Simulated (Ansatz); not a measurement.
`C[SiH2][SiH2]CF` + `S[SiH2][GaH2]` → `C[SiH2]S[SiH2][GaH2]` + `FC[SiH3]`  (cleavage of the Si–Si bond)

Program: Ansatz. Geometries: PBE0-D4/def2-TZVP. ΔE: electronic, gas phase. CBS: MP2 limit from def2 TZ/QZ plus the TZ coupled-cluster correction, frozen cores. DFT in def2-TZVPP. HSE06 is defined as in plane-wave codes. For Ga outer-core shells are correlated without core-valence functions, which leaves a few kJ/mol of doubt a bond. Scalar relativity is left out up to krypton. Each species was taken in one conformer, which may not be the lowest.

```csv
level,ΔE (kJ/mol),difference from CCSD(T)/CBS
LDA (SPW92),-66.5,8.2
BLYP-D4,-66.2,8.5
PBE0-D4,-65.5,9.2
HSE06-D4,-65.1,9.6
PBE0,-58.9,15.8
CAM-B3LYP,-62.0,12.7
HF/def2-TZVPP,-63.8,10.9
MP2/def2-TZVPP,-82.5,-7.8
MP2/def2-QZVPP,-84.8,-10.1
HF/CBS(def2),-64.5,10.2
CCSD(T)/CBS,-74.7,0
```

Largest T1 diagnostic among the species: 0.013.

From PBE to PBE0 (25 % exact exchange), in def2-TZVPP and without D4, ΔE moves by −5.8 kJ/mol. In def2-TZVPP, CCSD(T) changes the Hartree–Fock value by −7.1 kJ/mol (the triples alone add −2.3 kJ/mol) and MP2 by −18.7 kJ/mol.

CCSD(T)/CBS has its own doubt, a few kJ/mol and more with outer-core shells, so smaller differences from it don't rank the levels.
